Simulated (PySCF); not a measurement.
Geometry:
```tsv
atom	x (Å)	y (Å)	z (Å)
O1	0.797	1.911	0.205
C2	1.439	0.811	0.346
C3	0.861	-0.409	-0.570
C4	-0.480	-0.843	-0.078
F5	-1.061	-1.773	-0.940
F6	-0.410	-1.525	1.101
C7	-1.549	0.258	0.095
F8	-1.615	1.094	-0.932
F9	-1.469	0.925	1.231
F10	-2.780	-0.338	0.134
H11	1.450	0.363	1.396
H12	2.540	0.830	0.033
H13	0.749	-0.030	-1.585
H14	1.525	-1.276	-0.556
```

Total charge -1.

Geometry: GFN2-xTB; GIAO absolute shieldings from PySCF 2.14, gas phase, non-relativistic, averaged over equivalent atoms.

At B97-D/STO-3G (54 basis functions, 7.3 s wall time on 1 thread of an Intel Xeon 6975P-C, shared host):
```
    atoms  σ (ppm)
       O1    261.2
       C7    135.7
       C4    138.7
       C2    183.4
       C3    200.6
F8/F9/F10    377.4
    F5/F6    389.7
  H11/H12    31.05
  H13/H14    33.01
```

**Question.** Predict the values at PBE0/pcSseg-1 on the same geometry.

**Answer.** 
| atoms | σ at PBE0/pcSseg-1 | change |
| --- | --- | --- |
| O1 | 205.4 | -55.8 |
| C7 | 55.9 | -79.8 |
| C4 | 55.1 | -83.6 |
| C2 | 106.7 | -76.7 |
| C3 | 132.3 | -68.3 |
| F8/F9/F10 | 261.6 | -115.8 |
| F5/F6 | 296.2 | -93.5 |
| H11/H12 | 25.08 | -5.97 |
| H13/H14 | 29.95 | -3.06 |

The largest change is at F8/F9/F10 (fluorine of a CF3 group). Cost: 190 basis functions, 42 s wall time on 1 thread of an x86-64 server CPU, shared host. The order of the carbon signals changes between the two levels.
